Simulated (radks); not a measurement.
Species: Kr XXVIII. Configuration: [He] 2s1.5 2p5 3s0.5 (fractional occupations, a model configuration).

Calculated with a radial shooting solver on a logarithmic mesh with Libxc functionals: Dirac Kohn-Sham, HCTH/407, spin-unpolarised, spherical densities, point nucleus; open shells fill j = l - 1/2 first.

Energy parts (eV):
| part | energy |
|---|---|
| total | -59418.556 |
| kinetic | 61302.593 |
| electron-nucleus | -126944.747 |
| Hartree | 7639.145 |
| exchange-correlation | -1415.547 |

Orbitals (lengths in bohr, moments of r in powers of bohr; <r^-3> diverges for s and p1/2):
orbital,occ.,eigenvalue (eV),<r^-3>,<r^2>,small-component weight
1s1/2,2,-15686.04,-,0.002311,1.71e-02
2s1/2,1.5,-3247.067,-,0.03684,3.64e-03
2p1/2,2,-3100.343,-,0.02776,3.60e-03
2p3/2,3,-3041.951,1541,0.02898,3.53e-03
3s1/2,0.5,-1309.066,-,0.2081,1.39e-03
3p1/2,0,-1260.254,-,0.1923,1.36e-03
3p3/2,0,-1245.447,394.2,0.1972,1.34e-03
4s1/2,0,-705.9017,-,0.6940,7.41e-04

The highest occupied level is 3s1/2 at -1309.1 eV. The density falls to 0.001 e/bohr^3 at r = 0.96 bohr. Summed over all electrons, <r^2> = 0.3064 bohr^2, which gives a Langevin (diamagnetic) susceptibility term of -0.243 x 10^-6 cm^3/mol.
